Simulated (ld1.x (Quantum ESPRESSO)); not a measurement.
Values are calculated unless marked as measured or tabulated.
Potentials for C compared

Generated with ld1.x 7.5 (TM, RRKJ, ultrasoft, PAW), atompaw 4.2 or ONCVPSP 4.0.1. The cutoff is in Ry: for ld1.x and atompaw files where the sum of valence levels is converged to 10 mRy in a Bessel basis, for ONCV files where the hardest occupied wave has 1 mHa per electron of residual kinetic energy. The error is the largest all-electron minus pseudo excitation energy over each file’s own four to seven test configurations (ionisations up to +4, promotions, holes and added fractions of an electron), all of which were solved. The labels leave out finer settings (local radius, basis sizes, second energies), which also bear on the numbers. Spin-polarised tests are not counted. The rows are a selection from randomly drawn settings: files with unsolved tests, undetermined cutoffs or missed reference levels are left out.

| potential | cutoff (Ry) | largest error (meV) | bound ghosts |
| --- | --- | --- | --- |
| TM, PBEsol, scalar-relativistic, rc 0.80/2.00/2.10 (spd), local p, core correction yes, reference 2s1 2p3 | 90 | +734 | none |
| TM, BLYP, non-relativistic, rc 1.25/1.55 (sp), local s, core correction yes, reference 2s2 2p1 | 40 | +290 | none |
| ultrasoft, PBE, scalar-relativistic, rc 1.00/2.85 (sp), local smoothed, core correction no, reference 2s1.75 2p2.25 | 30 | +307 | none |
| TM, LDA (PZ), non-relativistic, rc 0.85/1.50/1.10 (spd), local d, core correction no, reference 2s2 2p1 | 80 | +296 | none |
| RRKJ, PBE, scalar-relativistic, rc 1.00/1.55 (sp), local s, core correction yes, reference 2s2 2p2 | 40 | +269 | none |

(1) Fill in the row for C: PAW, PBE, non-relativistic, rc 1.20/2.05 (sp), local smoothed, core correction yes, reference 2s2 2p2.

Results:

(1) cutoff 15 Ry, largest error -17 meV, bound ghosts: none.
